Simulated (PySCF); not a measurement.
Electronic structure of Au²⁺ (gold, charge +2) at the UHF level

Configuration: [Xe] 4f14 5d8 6p1, one real determinant (an excited configuration). Computed with PySCF 2.14 in aug-cc-pwCVTZ-PP with ECP60MDF (8s8p7d4f3g, 122 functions), with a scalar-relativistic core potential.

```json
{
  "Total energy": "-133.366419 hartree",
  "One-electron energy": "-221.1390 hartree",
  "Hartree (Coulomb) energy": "99.0113 hartree",
  "Exchange energy": "-11.2387 hartree",
  "⟨S²⟩": "3.7532",
  "⟨L²⟩": "14.052",
  "Sum of ⟨r⟩": "23.22 bohr",
  "Sum of ⟨r²⟩": "39.95 bohr²",
  "Traceless quadrupole moment −½Σ⟨3z² − r²⟩ along its main axis": "-4.39 e·bohr²"
}
```

```tsv
shell	electrons	mean orbital energy (eV)	spread (eV)	rms radius, mean of both spins (bohr)
5s α	1	-155.95	0	1.00
5s β	1	-152.37	0	1.00
5p α	3	-103.23	0.096	1.15
5p β	3	-98.464	0.452	1.15
5d α	5	-39.283	1.486	1.55
5d β	3	-37.273	0.464	1.55
6p α	1	-19.045	0	3.28
```

⟨L²⟩ = 14.05 against 20 for a pure G term, so this real determinant mixes terms. Energies and moments cover only the electrons outside the core potential. Spin-orbit coupling, absent here, splits the open shell strongly.
